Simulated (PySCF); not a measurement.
Computed shifts of a molecule C₂H₃F₃Si, HF/pcSseg-1 (PySCF), GIAO, gas phase, atoms alike by connectivity averaged where their shifts nearly agree, in ppm (number of nuclei): ¹³C: 159.8 (1), 126.9 (1). ²⁹Si: -71.5 (1). ¹⁹F: -121.1 (3). ¹H: 7.13 (2), 6.18 (1). References: ¹³C against TMS (σ = 192.6 ppm); ²⁹Si against TMS (σ = 393.8 ppm); ¹⁹F against CFCl3 (σ = 238.5 ppm); ¹H against TMS (σ = 31.99 ppm), references at their B3LYP-D3(BJ)/def2-TZVP geometries, non-relativistic. Geometry optimised at TPSSh-D3(BJ)/def2-SVP. The values are those of a single conformer.

Question: Identify the compound among the candidates.
(A) FC(F)=C(F)[SiH3]
(B) C=C[Si](F)(F)F
(C) F/C=C(/F)[SiH2]F
(D) F[SiH2]C=C(F)F

Answer: B, C=C[Si](F)(F)F
